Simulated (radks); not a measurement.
Ru, 44 electrons, occupied as [Kr] 4d5 5s1 5p2 (not the ground configuration). Method: scalar-relativistic Kohn-Sham, LDA (Slater exchange, Perdew-Wang correlation), spin-unpolarised, spherical densities, finite nucleus; Fermi nuclear charge, rms radius 4.4809 fm; computed with a radial shooting solver on a logarithmic mesh with Libxc functionals.

Normalised radial functions P(r) = r R(r), r in bohr:

r             3d       4p       5s
0.005855  0.0004   0.0140   0.0555
0.007872  0.0010   0.0235   0.0664
0.01058   0.0023   0.0390   0.0763
0.01423   0.0053   0.0637   0.0825
0.01913   0.0117   0.1011   0.0808
0.02572   0.0257   0.1548   0.0660
0.03458   0.0547   0.2250   0.0332
0.0465    0.1122   0.3032  -0.0188
0.06251   0.2191   0.3654  -0.0812
0.08405   0.4017   0.3668  -0.1297
0.113     0.6795   0.2521  -0.1276
0.1519    1.0387  -0.0059  -0.0465
0.2043    1.4001  -0.3430   0.0941
0.2746    1.6181  -0.5709   0.2017
0.3692    1.5546  -0.4639   0.1590
0.4964    1.1981   0.0362  -0.0548
0.6727    0.6930   0.6975  -0.2881
0.9045    0.2895   1.0658  -0.2907
1.216     0.0790   0.9616   0.0018
1.635     0.0126   0.5768   0.4024
2.198     0.0010   0.2301   0.6472
2.955     0.0000   0.0578   0.6223
3.973     0.0000   0.0082   0.4127
5.342     0.0000   0.0006   0.1878
7.182     0.0000   0.0000   0.0548
9.656     0.0000   0.0000   0.0091
12.98     0.0000   0.0000   0.0007

3d: eigenvalue -284.02 eV, 0 radial nodes, <r> = 0.384 bohr, 90 % of the charge inside 0.612 bohr. 4p: eigenvalue -55.976 eV, 2 radial nodes at r = 0.151, 0.488 bohr, <r> = 1.11 bohr, 90 % of the charge inside 1.64 bohr. 5s: eigenvalue -8.076 eV, 4 radial nodes at r = 0.0422, 0.169, 0.466, 1.21 bohr, <r> = 2.90 bohr, 90 % of the charge inside 4.30 bohr.
